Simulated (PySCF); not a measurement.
## Dipole response of Ho⁺ (holmium, charge +1)

[Xe] 4f11 6s1, one real determinant. Calculation: PySCF 2.14, in ANO-RCC-VTZP (8s7p5d3f2g1h, 104 functions); the spin-free X2C one-electron Hamiltonian (Gaussian nucleus). Coupled (time-dependent) response in atomic units; α is the mean over directions. The basis has no added diffuse functions, which lowers α and C₆.

```tsv
method	mean α (bohr³)	α xx, yy, zz	C₆ (like pair)	S(−4)
UHF	92.00	91.73, 91.73, 92.53	817.7	6882
```

S(−4) is the Cauchy moment in α(ω) = α(0) + S(−4) ω² + …

Spin-orbit coupling is absent.

α(iu) at UHF:

```json
{"u (hartree)": "0", "α(iu) (bohr³)": "92.00"}
{"u (hartree)": "0.0500", "α(iu) (bohr³)": "77.70"}
{"u (hartree)": "0.100", "α(iu) (bohr³)": "53.95"}
{"u (hartree)": "0.200", "α(iu) (bohr³)": "26.59"}
{"u (hartree)": "0.300", "α(iu) (bohr³)": "16.23"}
{"u (hartree)": "0.500", "α(iu) (bohr³)": "9.079"}
{"u (hartree)": "0.750", "α(iu) (bohr³)": "6.057"}
{"u (hartree)": "1.00", "α(iu) (bohr³)": "4.588"}
{"u (hartree)": "1.50", "α(iu) (bohr³)": "3.033"}
{"u (hartree)": "2.00", "α(iu) (bohr³)": "2.202"}
{"u (hartree)": "3.00", "α(iu) (bohr³)": "1.348"}
{"u (hartree)": "5.00", "α(iu) (bohr³)": "0.6754"}
```

A single London oscillator, α(iu) = α/(1 + u²/ω²), gives C₆ = (3/4) ω α². Matching the computed C₆ needs ω = 4 × 817.7 / (3 × 92.00²) = 0.129 hartree.

For an ion, C₆ is the dispersion term alone; charge-induced terms of lower order in 1/R come first.

The components differ because the open shell of this determinant is not spherical; for a pure term their mean is the scalar polarisability.

⟨L²⟩ = 34.03 against 42 for a pure I term, so this real determinant mixes terms. Spin-orbit coupling, absent here, splits the open shell strongly.
